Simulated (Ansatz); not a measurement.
## What each rung costs, and what it gives

Saddle point of SiH$_{5}$BrO, closed shell (SiH₄O ([OH][SiH3]) + HBr → SiH₃Br ([SiH3][Br]) + H₂O; bonds formed: Si1–Br7, O2–H6; bonds broken: Si1–O2, H6–Br7), PBE0-D4/def2-TZVP structure:

Si1  (-0.269, -0.150, -0.699)
O2  (0.424, -0.328, 1.092)
H3  (-1.002, -1.413, -0.315)
H4  (0.766, -0.604, -1.645)
H5  (-1.397, 0.635, -1.255)
H6  (0.752, 0.561, 1.360)
Br7  (0.876, 2.049, -0.283)
H8  (-0.149, -0.751, 1.745)
(Å)

Barriers are electronic and count from the start structure reached by relaxing down the imaginary mode.

Computed with Ansatz 0.2.0 (basis: as named in each row); correlated methods freeze the cores. Filled d shells of the heavier atoms are correlated. The def2 sets are not built for correlating such inner shells, so the correlated values are less sure here. B3LYP uses VWN-RPA correlation. Extrapolation: Hartree–Fock as exp(−7.88 √X), correlation as X^−2.97.

Times are rough, for one single point on 4 threads of a shared host (Arm Neoverse V1).

The estimate by CCSD(T) at an estimated basis limit (MP2 extrapolated from triple and quadruple zeta, plus CCSD(T) − MP2 in triple zeta) is 19.94 kcal/mol.

```json
{"method": "HF", "basis": "STO-3G", "time (s)": "under 1", "barrier (kcal/mol)": "23.33", "method less estimate": "3.38"}
{"method": "PBE-D4", "basis": "STO-3G", "time (s)": "under 1", "barrier (kcal/mol)": "9.32", "method less estimate": "-10.63"}
{"method": "SPW92", "basis": "def2-SVP", "time (s)": "under 1", "barrier (kcal/mol)": "10.39", "method less estimate": "-9.56"}
{"method": "PBE-D4", "basis": "def2-SVP", "time (s)": "under 1", "barrier (kcal/mol)": "15.17", "method less estimate": "-4.77"}
{"method": "B3LYP-D4", "basis": "6-31G", "time (s)": "under 1", "barrier (kcal/mol)": "13.30", "method less estimate": "-6.64"}
{"method": "SPW92", "basis": "def2-TZVPP", "time (s)": "under 1", "barrier (kcal/mol)": "11.52", "method less estimate": "-8.42"}
{"method": "PBE0-D4", "basis": "def2-SVP", "time (s)": "1", "barrier (kcal/mol)": "16.32", "method less estimate": "-3.62"}
{"method": "PBE-D4", "basis": "def2-TZVPP", "time (s)": "1", "barrier (kcal/mol)": "15.82", "method less estimate": "-4.12"}
{"method": "BLYP-D4", "basis": "def2-TZVPP", "time (s)": "1", "barrier (kcal/mol)": "20.33", "method less estimate": "0.39"}
{"method": "CCSD(T)", "basis": "def2-SVP", "time (s)": "3", "barrier (kcal/mol)": "23.27", "method less estimate": "3.32"}
{"method": "PBE0-D4", "basis": "def2-TZVPP", "time (s)": "3", "barrier (kcal/mol)": "16.91", "method less estimate": "-3.04"}
{"method": "B3LYP-D4", "basis": "def2-TZVPP", "time (s)": "3", "barrier (kcal/mol)": "20.81", "method less estimate": "0.86"}
{"method": "BHLYP-D4", "basis": "def2-TZVPP", "time (s)": "3", "barrier (kcal/mol)": "21.82", "method less estimate": "1.88"}
{"method": "r2SCAN-D4", "basis": "def2-TZVPP", "time (s)": "3", "barrier (kcal/mol)": "17.77", "method less estimate": "-2.17"}
{"method": "wB97M-V", "basis": "def2-SVP", "time (s)": "4", "barrier (kcal/mol)": "17.27", "method less estimate": "-2.67"}
{"method": "CAM-B3LYP-D4", "basis": "def2-TZVPP", "time (s)": "4", "barrier (kcal/mol)": "21.78", "method less estimate": "1.84"}
{"method": "B2PLYP", "basis": "def2-TZVPP", "time (s)": "5", "barrier (kcal/mol)": "21.94", "method less estimate": "2.00"}
{"method": "r2SCAN0-D4", "basis": "def2-TZVPP", "time (s)": "5", "barrier (kcal/mol)": "18.06", "method less estimate": "-1.89"}
{"method": "PBE-QIDH", "basis": "def2-TZVPP", "time (s)": "6", "barrier (kcal/mol)": "18.75", "method less estimate": "-1.19"}
{"method": "RPA on PBE", "basis": "def2-TZVPP", "time (s)": "6", "barrier (kcal/mol)": "23.19", "method less estimate": "3.25"}
{"method": "B97M-V", "basis": "def2-TZVPP", "time (s)": "6", "barrier (kcal/mol)": "19.93", "method less estimate": "-0.01"}
{"method": "wB97X-V", "basis": "def2-TZVPP", "time (s)": "8", "barrier (kcal/mol)": "19.92", "method less estimate": "-0.02"}
{"method": "wB97M-V", "basis": "def2-TZVPP", "time (s)": "8", "barrier (kcal/mol)": "18.21", "method less estimate": "-1.73"}
{"method": "MP2", "basis": "def2-QZVPP", "time (s)": "23", "barrier (kcal/mol)": "19.81", "method less estimate": "-0.13"}
{"method": "CCSD(T)", "basis": "def2-TZVPP", "time (s)": "61", "barrier (kcal/mol)": "21.78", "method less estimate": "1.83"}
```

All methods are single points on the PBE0-D4 structures.

T1 diagnostic: at most 0.009.

Labels in which every atom is bracketed show which atoms are joined, not bond orders.
